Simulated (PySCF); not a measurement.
C4H10O2Sn (SMILES C=[CH][Sn]([OH])([OH])[CH2]C), singlet, at a GFN2-xTB geometry (such geometries of metal compounds can be far from the true shape) (all electrons, no relativity), with bond 17-7 at 2.4 times its length; CASSCF(4,3)/STO-3G run with PySCF.

Here is a job for PySCF.
```python
from pyscf import gto, scf, mcscf
import numpy

mol = gto.M(
    atom='''
C     1.45881487    2.53567375   -0.51683785
C     1.64726656    1.32267615   -0.04168220
Sn    0.13946147   -0.26559787   -0.03988470
O     0.26650300   -1.19730250    1.69983866
O     0.77725178   -1.78033783   -1.19828655
C    -2.01157809    0.17286262   -0.40533900
C    -2.63054266    0.99266551    0.70351609
H     0.52884865    2.85312900   -0.96091072
H     2.23985952    3.28321358   -0.48153146
H     2.58953198    1.03513596    0.40384771
H     0.58006398   -2.09598982    1.60764389
H     0.92254883   -1.58871550   -2.12166720
H    -2.09524567    0.67931758   -1.36490764
H    -2.48744850   -0.80342749   -0.48391486
H    -2.17980976    1.97956488    0.76740846
H    -2.50817788    0.49971088    1.66375357
H    -5.19015399    1.28820984    0.24904631
''',
    basis='sto-3g',
    verbose=4,
)

mf = scf.RHF(mol)
mf.kernel()
mc = mcscf.CASSCF(mf, 3, 4)
mc.fix_spin_(ss=0.0)
mc.kernel()
occ = numpy.linalg.eigvalsh(mc.fcisolver.make_rdm1(mc.ci, mc.ncas, mc.nelecas))[::-1]
ss = mc.fcisolver.spin_square(mc.ci, mc.ncas, mc.nelecas)[0]
print('natural occupations', occ.round(4), ' <S^2>', round(ss, 4))
```

Output, abridged:

```
PySCF version 2.14.0

[INPUT] verbose = 4
[INPUT] num. atoms = 17
[INPUT] num. electrons = 100
[INPUT] charge = 0
[INPUT] spin (= nelec alpha-beta = 2S) = 0
[INPUT] symmetry False subgroup None
[INPUT] Mole.unit = angstrom
[INPUT] Symbol           X                Y                Z      unit          X                Y                Z       unit  Magmom
[...]
nuclear repulsion = 734.914161017149
number of shells = 39
number of NR pGTOs = 201
number of NR cGTOs = 67
basis = sto-3g
ecp = {}

******** <class 'pyscf.scf.hf.RHF'> ********
method = RHF
initial guess = minao
damping factor = 0
level_shift factor = 0
DIIS = <class 'pyscf.scf.diis.CDIIS'>
diis_start_cycle = 1
diis_space = 8
diis_damp = 0
SCF conv_tol = 1e-09
SCF conv_tol_grad = None
SCF max_cycles = 50
direct_scf = True
direct_scf_tol = 1e-13
Set gradient conv threshold to 3.16228e-05
Initial guess from minao.
init E= -6249.56571209693
[...]
cycle= 1 E= -6265.6191816342  delta_E= -16.1  |g|= 0.883  |ddm|= 5.01
[...]
cycle= 2 E= -6265.8968087551  delta_E= -0.278  |g|= 0.446  |ddm|= 2.76
[...]
cycle= 3 E= -6266.03369648129  delta_E= -0.137  |g|= 0.192  |ddm|= 1.45
[...]
cycle= 4 E= -6266.05356019436  delta_E= -0.0199  |g|= 0.0892  |ddm|= 0.512
[...]
cycle= 5 E= -6266.05762778706  delta_E= -0.00407  |g|= 0.0193  |ddm|= 0.175
[...]
cycle= 6 E= -6266.05802819119  delta_E= -0.0004  |g|= 0.00976  |ddm|= 0.0691
[...]
cycle= 7 E= -6266.0580996822  delta_E= -7.15e-05  |g|= 0.0021  |ddm|= 0.0272
[...]
cycle= 8 E= -6266.05810281122  delta_E= -3.13e-06  |g|= 0.000811  |ddm|= 0.00568
[...]
cycle= 9 E= -6266.05810325293  delta_E= -4.42e-07  |g|= 0.000269  |ddm|= 0.00181
[...]
cycle= 10 E= -6266.05810331683  delta_E= -6.39e-08  |g|= 8.47e-05  |ddm|= 0.000838
[...]
cycle= 11 E= -6266.05810332534  delta_E= -8.51e-09  |g|= 2.28e-05  |ddm|= 0.000336
[...]
cycle= 12 E= -6266.05810332594  delta_E= -5.95e-10  |g|= 8.8e-06  |ddm|= 0.000102
[...]
Extra cycle  E= -6266.05810332602  delta_E= -8.73e-11  |g|= 5.47e-06  |ddm|= 2.18e-05
converged SCF energy = -6266.05810332602

******** <class 'pyscf.mcscf.mc1step.CASSCF'> ********
CAS (2e+2e, 3o), ncore = 48, nvir = 16
max_cycle_macro = 50
max_cycle_micro = 4
conv_tol = 1e-07
conv_tol_grad = None
orbital rotation max_stepsize = 0.02
orbital rotation threshold for CI restart = 0.01
augmented hessian ah_max_cycle = 30
augmented hessian ah_conv_tol = 1e-12
augmented hessian ah_linear dependence = 1e-14
augmented hessian ah_level shift = 1e-08
augmented hessian ah_start_tol = 2.5
augmented hessian ah_start_cycle = 3
augmented hessian ah_grad_trust_region = 3
kf_trust_region = 3
kf_interval = 4
ci_response_space = 4
ci_grad_trust_region = 3
with_dep4 0
natorb = False
canonicalization = True
sorting_mo_energy = False
ao2mo_level = 2
internal_rotation = False
******** <class 'pyscf.fci.addons.SpinPenaltyFCISolver'> ********
max. cycles = 50
conv_tol = 1e-08
davidson only = True
linear dependence = 1e-12
level shift = 0.001
max iter space = 12
nroots = 1
pspace_size = 400
spin = None
CASCI E = -6266.20610046610  S^2 = 0.0000000
Set conv_tol_grad to 0.000316228
macro iter   1 ( 21 JK    4 micro), CASSCF E = -6266.23316952706  dE = -2.70690610e-02  S^2 = 0.0000000
               |grad[o]|=0.105  |grad[c]|=0.0267  |ddm|=0.00903  |maxRot[o]|=0.203
macro iter   2 ( 11 JK    3 micro), CASSCF E = -6266.23386140376  dE = -6.91876698e-04  S^2 = 0.0000000
               |grad[o]|=0.0228  |grad[c]|=0.0076  |ddm|=0.00596  |maxRot[o]|=0.107
macro iter   3 ( 11 JK    3 micro), CASSCF E = -6266.23389485767  dE = -3.34539172e-05  S^2 = 0.0000000
               |grad[o]|=0.00757  |grad[c]|=0.00677  |ddm|=0.00255  |maxRot[o]|= 0.13
macro iter   4 ( 10 JK    3 micro), CASSCF E = -6266.23389681536  dE = -1.95768826e-06  S^2 = 0.0000000
               |grad[o]|=0.00304  |grad[c]|=0.00329  |ddm|=0.000881  |maxRot[o]|=0.0522
macro iter   5 (  7 JK    2 micro), CASSCF E = -6266.23389691196  dE = -9.65974323e-08  S^2 = 0.0000000
[...]
macro iter  32 (  1 JK    1 micro), CASSCF E = -6266.23389740337  dE =  0.00000000e+00  S^2 = 0.0000000
               |grad[o]|=0.000963  |grad[c]|=5.18e-07  |ddm|=    0  |maxRot[o]|=    0
macro iter  33 (  1 JK    1 micro), CASSCF E = -6266.23389740337  dE =  0.00000000e+00  S^2 = 0.0000000
               |grad[o]|=0.000963  |grad[c]|=5.18e-07  |ddm|=    0  |maxRot[o]|=    0
macro iter  34 (  1 JK    1 micro), CASSCF E = -6266.23389740337  dE =  0.00000000e+00  S^2 = 0.0000000
               |grad[o]|=0.000963  |grad[c]|=5.18e-07  |ddm|=    0  |maxRot[o]|=    0
macro iter  35 (  1 JK    1 micro), CASSCF E = -6266.23389740337  dE =  0.00000000e+00  S^2 = 0.0000000
               |grad[o]|=0.000963  |grad[c]|=5.18e-07  |ddm|=    0  |maxRot[o]|=    0
macro iter  36 (  1 JK    1 micro), CASSCF E = -6266.23389740337  dE =  0.00000000e+00  S^2 = 0.0000000
               |grad[o]|=0.000963  |grad[c]|=5.18e-07  |ddm|=    0  |maxRot[o]|=    0
macro iter  37 (  1 JK    1 micro), CASSCF E = -6266.23389740337  dE =  0.00000000e+00  S^2 = 0.0000000
               |grad[o]|=0.000963  |grad[c]|=5.18e-07  |ddm|=    0  |maxRot[o]|=    0
macro iter  38 (  1 JK    1 micro), CASSCF E = -6266.23389740337  dE =  0.00000000e+00  S^2 = 0.0000000
               |grad[o]|=0.000963  |grad[c]|=5.18e-07  |ddm|=    0  |maxRot[o]|=    0
macro iter  39 (  1 JK    1 micro), CASSCF E = -6266.23389740337  dE =  0.00000000e+00  S^2 = 0.0000000
               |grad[o]|=0.000963  |grad[c]|=5.18e-07  |ddm|=    0  |maxRot[o]|=    0
macro iter  40 (  1 JK    1 micro), CASSCF E = -6266.23389740337  dE =  0.00000000e+00  S^2 = 0.0000000
               |grad[o]|=0.000963  |grad[c]|=5.18e-07  |ddm|=    0  |maxRot[o]|=    0
macro iter  41 (  1 JK    1 micro), CASSCF E = -6266.23389740337  dE =  0.00000000e+00  S^2 = 0.0000000
               |grad[o]|=0.000963  |grad[c]|=5.18e-07  |ddm|=    0  |maxRot[o]|=    0
macro iter  42 (  1 JK    1 micro), CASSCF E = -6266.23389740337  dE =  0.00000000e+00  S^2 = 0.0000000
               |grad[o]|=0.000963  |grad[c]|=5.18e-07  |ddm|=    0  |maxRot[o]|=    0
macro iter  43 (  1 JK    1 micro), CASSCF E = -6266.23389740337  dE =  0.00000000e+00  S^2 = 0.0000000
               |grad[o]|=0.000963  |grad[c]|=5.18e-07  |ddm|=    0  |maxRot[o]|=    0
macro iter  44 (  1 JK    1 micro), CASSCF E = -6266.23389740337  dE =  0.00000000e+00  S^2 = 0.0000000
               |grad[o]|=0.000963  |grad[c]|=5.18e-07  |ddm|=    0  |maxRot[o]|=    0
macro iter  45 (  1 JK    1 micro), CASSCF E = -6266.23389740337  dE =  0.00000000e+00  S^2 = 0.0000000
               |grad[o]|=0.000963  |grad[c]|=5.18e-07  |ddm|=    0  |maxRot[o]|=    0
macro iter  46 (  1 JK    1 micro), CASSCF E = -6266.23389740337  dE =  0.00000000e+00  S^2 = 0.0000000
               |grad[o]|=0.000963  |grad[c]|=5.18e-07  |ddm|=    0  |maxRot[o]|=    0
macro iter  47 (  1 JK    1 micro), CASSCF E = -6266.23389740337  dE =  0.00000000e+00  S^2 = 0.0000000
               |grad[o]|=0.000963  |grad[c]|=5.18e-07  |ddm|=    0  |maxRot[o]|=    0
macro iter  48 (  1 JK    1 micro), CASSCF E = -6266.23389740337  dE =  0.00000000e+00  S^2 = 0.0000000
               |grad[o]|=0.000963  |grad[c]|=5.18e-07  |ddm|=    0  |maxRot[o]|=    0
macro iter  49 (  1 JK    1 micro), CASSCF E = -6266.23389740337  dE =  0.00000000e+00  S^2 = 0.0000000
               |grad[o]|=0.000963  |grad[c]|=5.18e-07  |ddm|=    0  |maxRot[o]|=    0
macro iter  50 (  1 JK    1 micro), CASSCF E = -6266.23389740337  dE =  0.00000000e+00  S^2 = 0.0000000
               |grad[o]|=0.000963  |grad[c]|=5.18e-07  |ddm|=    0  |maxRot[o]|=    0
1-step CASSCF not converged,  50 macro (330 JK  79 micro) steps
CASSCF canonicalization
Density matrix diagonal elements [1.99733896 1.301402   0.70125904]
CASSCF energy = -6266.23389740337
CASCI E = -6266.23389740337  E(CI) = -11.4504425990290  S^2 = 0.0000000
natural occupations [2.     1.3006 0.6994]  <S^2> 0.0
```

Convergence was not reached.
